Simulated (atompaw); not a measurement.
**scandium PAW (atompaw): all-electron and pseudo phase curves**

* Element: Sc (Z = 21)
* Generator: atompaw 4.2.0.5
* Type: PAW
* Functional: PBE
* Relativity: scalar-relativistic
* Frozen core: [Ne] 3s2
* Valence charge: 9
* Reference configuration: 3p6 3d1 4s2 4p0
* Partial waves: 4s (bound): rc 2.70 bohr; 4s channel at 1.75 Ry: rc 2.70 bohr; 3p (bound): rc 1.95 bohr; 4p (bound, empty): rc 2.70 bohr; 3d (bound): rc 2.70 bohr; 3d channel at 2.4 Ry: rc 2.70 bohr
* Local potential: troulliermartins scheme with l = 3 at 0.5 Ry, radius 2.35 bohr
* Core correction: smooth core density matched at 1.90 bohr
* Augmentation charge: sinc compensation charge, radius 2.30 bohr; PAW radius 2.70 bohr; waves and projectors: custom polynom2 7 10 vanderbiltortho

The phase is arctan(r·u′/u) with u = r·R(r), unwrapped; energies in Ry, scanned from -4 to 5 Ry. A pole is an energy at which the radial function vanishes at the test radius. The pseudo phase is shifted by a multiple of π to meet the all-electron one at the reference energy, and phase errors are pseudo minus all-electron; the curves can meet again beyond the range given. Levels narrower than the energy grid can be missing from the lists of poles.

Task: For each channel, where are the poles, and over which energies does the pseudopotential scatter like the atom?

Result:

```tsv
channel	radius (bohr)	reference energy (Ry)	poles, all-electron	poles, pseudo	unbroken range about the reference energy with phases within 0.05 rad	phase error 1 Ry above the reference energy (rad)
s	2.70	-0.31	2.32	1.14, 2.33	-3.8 to 1.1	-0.004
p	2.70	-0.11	-2.40, 3.19	-2.40, 3.75	below 3.8	+0.041
d	2.70	-0.24	0.08, 4.44	0.10	below 1.0	+0.041
```

Phases in the d channel:

| E (Ry) | all-electron | pseudo |
| --- | --- | --- |
| -4.00 | 1.386 | 1.401 |
| -3.76 | 1.380 | 1.396 |
| -3.52 | 1.374 | 1.390 |
| -3.28 | 1.367 | 1.383 |
| -3.04 | 1.358 | 1.376 |
| -2.80 | 1.349 | 1.368 |
| -2.56 | 1.339 | 1.358 |
| -2.32 | 1.326 | 1.347 |
| -2.08 | 1.311 | 1.333 |
| -1.84 | 1.293 | 1.316 |
| -1.60 | 1.270 | 1.295 |
| -1.36 | 1.238 | 1.266 |
| -1.12 | 1.193 | 1.222 |
| -0.88 | 1.116 | 1.149 |
| -0.64 | 0.949 | 0.988 |
| -0.40 | 0.303 | 0.340 |
| -0.16 | -1.187 | -1.183 |
| 0.08 | -1.573 | -1.553 |
| 0.32 | -1.714 | -1.685 |
| 0.56 | -1.806 | -1.771 |
| 0.80 | -1.892 | -1.850 |
| 1.04 | -1.992 | -1.942 |
| 1.28 | -2.134 | -2.072 |
| 1.52 | -2.368 | -2.292 |
| 1.76 | -2.794 | -2.712 |
| 2.00 | -3.424 | -3.384 |
| 2.24 | -3.933 | -3.929 |
| 2.48 | -4.215 | -4.215 |
| 2.72 | -4.373 | -4.368 |
| 2.96 | -4.471 | -4.460 |
| 3.20 | -4.538 | -4.521 |
| 3.44 | -4.588 | -4.565 |
| 3.68 | -4.626 | -4.598 |
| 3.92 | -4.658 | -4.625 |
| 4.16 | -4.685 | -4.646 |
| 4.40 | -4.708 | -4.663 |
| 4.64 | -4.730 | -4.678 |
| 4.88 | -4.751 | -4.692 |
